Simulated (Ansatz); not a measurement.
Which isomer of BrGaH4Si gives these data?

These gas-phase data were calculated for one isomer of BrGaH4Si at PBE0-D3(BJ)/def2-SVP (harmonic, unscaled wavenumbers; equilibrium rotational constants with average atomic masses):

| Quantity | Value |
| --- | --- |
| rotational constants | 6.607, 1.282, 1.087 GHz |
| all wavenumbers above 1500 cm⁻¹ | 2236, 2233, 2220, 1987 |
| dipole moment | 2.09 D (PBE0/def2-TZVPD) |

Candidates:

(1) `[GaH2][SiH2]Br`, a singlet
(2) `[SiH3][GaH][Br]`, a singlet

Q: Assign the data to one candidate and say why.

A: Candidate (2). 3 modes lie between 2000 and 2380 cm⁻¹, one for each Si–H bond, while (1) has 2.

The same quantities for all candidates:

```tsv
	rotational constants (GHz)	wavenumbers above 1500 cm⁻¹	dipole (D)	E above the lowest, PBE0-D3(BJ)/def2-SVP (kcal/mol)
(1)	6.245, 1.171, 1.013	2242, 2229, 1986, 1976	1.78	14.5
(2)	6.607, 1.282, 1.087	2236, 2233, 2220, 1987	2.09	0.0
```

Each candidate is one conformer. Programs: Ansatz 0.2.0.
